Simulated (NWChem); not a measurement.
Molecule: C$_{2}$H$_{3}$Cl$_{2}$F; SMILES CC(F)(Cl)Cl

All runs: NWChem. Pople sets run with spherical d functions. Each level has its own optimisation; frequencies are unscaled.

```csv
level,r C–C (Å),r C–F (Å),r C–Cl (Å),highest harmonic frequency (cm⁻¹),lowest (cm⁻¹),zero-point energy (kcal/mol),dipole (D)
Hartree-Fock/STO-3G,1.553,1.360,1.836,3776,232,36.1,2.64
Hartree-Fock/3-21G,1.500,1.360,1.856,3341,257,32.8,2.93
Hartree-Fock/6-31G*,1.511,1.336,1.773,3338,285,33.3,2.22
B3LYP/6-31G*,1.514,1.353,1.808,3181,256,30.9,2.12
"LDA (Slater exchange, VWN5)/def2-SVP",1.494,1.337,1.782,3116,252,29.9,1.81
PBE/def2-SVP,1.513,1.356,1.807,3120,248,29.8,1.87
BLYP/def2-SVP,1.522,1.363,1.827,3091,242,29.5,1.83
PBE0/def2-SVP,1.505,1.342,1.784,3211,261,30.9,1.96
```
